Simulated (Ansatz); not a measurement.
The cluster Li₆Al⁺. Charge 1, multiplicity 3. Geometry PBE0-D4/def2-TZVP, that of the neutral doublet.

```xyz
7

Al    0.3562    0.2937   -0.4755
Li    1.2690   -1.3051    1.3426
Li   -0.0912   -1.7704   -1.9786
Li    2.4716    1.5191    0.5221
Li   -0.4703    1.3880    1.7182
Li   -1.8692    1.0159   -1.5898
Li   -1.6661   -1.1411    0.4610
```

At PBE0-D4/def2-TZVP a singlet of charge 1 lies 1.01 eV below the triplet at the same geometry. The structure comes from a short search, and lower isomers may exist.

Question: Estimate the α-spin orbital energies around the gap (eV) in Ansatz with PBE-D4/def2-TZVP, r2SCAN-D4/def2-TZVP, PBE0-D4/def2-TZVP.

Answer: 
| orbital | PBE-D4/def2-TZVP | r2SCAN-D4/def2-TZVP | PBE0-D4/def2-TZVP |
| --- | --- | --- | --- |
| HOMO−5 | -54.28 | -55.82 | -58.33 |
| HOMO−4 | -11.45 | -11.71 | -12.73 |
| HOMO−3 | -7.86 | -8.00 | -8.56 |
| HOMO−2 | -7.79 | -7.87 | -8.47 |
| HOMO−1 | -7.26 | -7.25 | -7.86 |
| HOMO | -5.97 | -5.94 | -6.34 |
| LUMO | -5.39 | -5.24 | -4.83 |
| LUMO+1 | -5.26 | -5.12 | -4.74 |
| LUMO+2 | -5.16 | -5.00 | -4.60 |
| LUMO+3 | -4.73 | -4.48 | -4.20 |
| LUMO+4 | -4.60 | -4.28 | -4.04 |
| LUMO+5 | -4.41 | -3.97 | -3.84 |
| β HOMO | -7.09 | -7.11 | -7.69 |
| β LUMO | -6.83 | -6.41 | -6.13 |
